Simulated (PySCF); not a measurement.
# Ionisation energy of Hg by level of theory

Hg [Xe] 4f14 5d10 6s2 → Hg⁺ [Xe] 4f14 5d10 6s1 [6s1/2^1, M_J = 1/2], as a difference of total energies. Calculation: PySCF 2.14, in x2c-SVPall-2c with one added diffuse shell each of s, p, d type (8s11p10d2f, 105 functions); the two-component X2C-1e Hamiltonian. Correlated levels: [Kr] 4d10 4f14 frozen; the 22 highest virtual spinors dropped. "Screened" scales the spin-orbit matrix elements by Boettger's factors to mimic the two-electron term; Breit and QED terms are absent.

Q: Order these methods by the ionisation energy they give, lowest first.
A. GMP2 (spin-free)
B. GHF (screened spin-orbit)
C. GHF (spin-free)
D. GMP2 (screened spin-orbit)

A: C (8.538 eV), B (8.561 eV), A (9.868 eV), D (9.893 eV).

Errors of the correlated levels include the incompleteness of this basis and the frozen core.

MP2 underrates the near-degeneracy of ns² with np² in the lower species.

For comparison: 10.438 eV (measured; NIST Atomic Spectra Database, ionization energies).
